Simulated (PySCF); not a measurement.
Computed IR spectrum (relative IR intensity) of a molecule CH4Cl2OSi. Coordinates come from a PBE0-D3(BJ)/def2-SVP optimisation. One conformer was computed; it need not be the lowest. Calculation: PBE0-D3(BJ)/def2-SVP (PySCF). Frequencies are harmonic and unscaled.

Lines under 2 % of the strongest are left out, and lines within 2 cm⁻¹ are merged.

ν (cm⁻¹): 275 (w), 317 (w), 525 (m), 614 (s), 780 (w), 825 (s), 852 (vs), 1175 (m), 1179 (w), 1230 (vs), 1476 (vw), 2305 (m), 3034 (m), 3123 (w), 3161 (w) (against the strongest line: vs over 80 %, s over 45 %, m over 15 %, w over 4 %, vw less)

Identify the compound among the candidates.
(A) CO[SiH](Cl)Cl
(B) C[Si](O)(Cl)Cl
(C) OC[SiH](Cl)Cl

A, CO[SiH](Cl)Cl
